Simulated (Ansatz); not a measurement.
A nudged elastic band was laid between two geometries of BClF2 + H (5 atoms, charge 0, multiplicity 2).

The calculation used Ansatz 0.2.0, UKS PBE/def2-SVP.

```yaml
movable_images: 5
climbing_image: yes
spring: 5.0 eV/Å²
optimiser: quadratic models (default)
start_path: through a guess of the saddle point
force_threshold: 0.05 eV/Å
iteration_limit: 60
end_points: relaxed
```

Initial state:

```xyz
5
Properties=species:S:1:pos:R:3
B 0.000 0.001 -0.231
Cl 0.000 0.010 1.522
F 1.141 -0.003 -0.902
F -1.141 -0.003 -0.902
H 0.000 -0.005 5.083
```

Final state:

```xyz
5
Properties=species:S:1:pos:R:3
B 0.005 0.275 -0.322
Cl -0.034 0.885 2.600
F 1.150 -0.387 -0.262
F -1.142 -0.387 -0.302
H 0.021 -0.387 2.855
```

Problem. Which bonds break or form, and what moves?

Solution. Bonds broken: B1–Cl2. Bonds formed: Cl2–H5. BClF2 + H becomes BF2 + ClH.

Problem. Give the energies along the band, and the barrier.

Solution. The forces met the threshold. The highest image is number 3 of 0 to 6, 1.02 eV above the first end and 0.17 eV above the last; the last end lies 0.85 eV above the first. A vibrational analysis at the climbing image gives one clearly imaginary mode, 306i cm⁻¹: a first-order saddle point.

| image | path coordinate (Å) | energy (eV) | B1–Cl2 (Å) | Cl2–H5 (Å) |
| --- | --- | --- | --- | --- |
| 0 | 0.00 | 0.00 | 1.75 | 3.56 |
| 1 | 0.92 | 0.00 | 1.75 | 3.17 |
| 2 | 1.83 | 0.03 | 1.75 | 2.67 |
| 3 | 2.75 | 1.02 | 2.14 | 1.41 |
| 4 | 3.11 | 0.91 | 2.59 | 1.31 |
| 5 | 3.47 | 0.86 | 2.94 | 1.30 |
| 6 | 3.83 | 0.85 | 2.99 | 1.30 |

Problem. What is the geometry of the highest image?

Solution. 
```xyz
5
Properties=species:S:1:pos:R:3
B 0.000 0.259 0.014
Cl 0.001 0.466 2.141
F 1.150 -0.213 -0.452
F -1.151 -0.208 -0.451
H 0.000 -0.305 3.318
```

Problem. What are the harmonic wavenumbers there?

Solution. 306i, 188, 189, 321, 461, 556, 1105, 1395, 1807 cm⁻¹.

The band took 32 iterations and roughly 5 core-minutes.

Time of the run: 5.5 min on 1 thread of Arm Neoverse V1, with other jobs on the host, peak memory 0.13 GiB.
